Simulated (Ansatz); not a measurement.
C2H4F2O2Si (`CC(=O)O[SiH](F)F`). Charge 0, multiplicity 1. Geometry: relaxed with PBE0-D4/def2-TZVP. It is one conformer, not always the lowest.

```xyz
11

C     1.153    1.599   -0.030
C     0.298    0.469    0.430
O     0.008    0.214    1.566
O    -0.152   -0.294   -0.595
Si   -1.095   -1.609   -0.234
F    -1.319   -2.301   -1.634
F    -2.505   -1.139    0.288
H     1.495    2.177    0.825
H     2.005    1.209   -0.591
H     0.582    2.232   -0.712
H    -0.471   -2.557    0.687
```

(1) What is the dipole moment at PBE/def2-TZVPP? (Best estimate.)

(2) And with r2SCAN, B3LYP, ωB97M-V? (Best estimate.)

(3) Give the Mulliken charges with PBE, ωB97M-V, r2SCAN in def2-TZVPP. (An estimate is asked.)

Answers

(1) Ansatz gave: 2.39 D, with components (1.95, 1.09, -0.86) D in this frame, pointing from negative to positive charge.

(2) Computed: r2SCAN 2.49 D, B3LYP 2.50 D, ωB97M-V 2.51 D.

(3) Computed: 
| atom | PBE | ωB97M-V | r2SCAN |
| --- | --- | --- | --- |
| C1 | -0.24 | -0.29 | -0.14 |
| C2 | 0.25 | 0.34 | 0.37 |
| O3 | -0.26 | -0.31 | -0.33 |
| O4 | -0.25 | -0.33 | -0.34 |
| Si5 | 0.74 | 0.81 | 0.87 |
| F6 | -0.26 | -0.29 | -0.30 |
| F7 | -0.25 | -0.28 | -0.29 |
| H8 | 0.11 | 0.12 | 0.08 |
| H9 | 0.11 | 0.12 | 0.07 |
| H10 | 0.11 | 0.13 | 0.08 |
| H11 | -0.07 | -0.02 | -0.07 |

B3LYP here is the variant with VWN-RPA as its local correlation; programs differ in this.
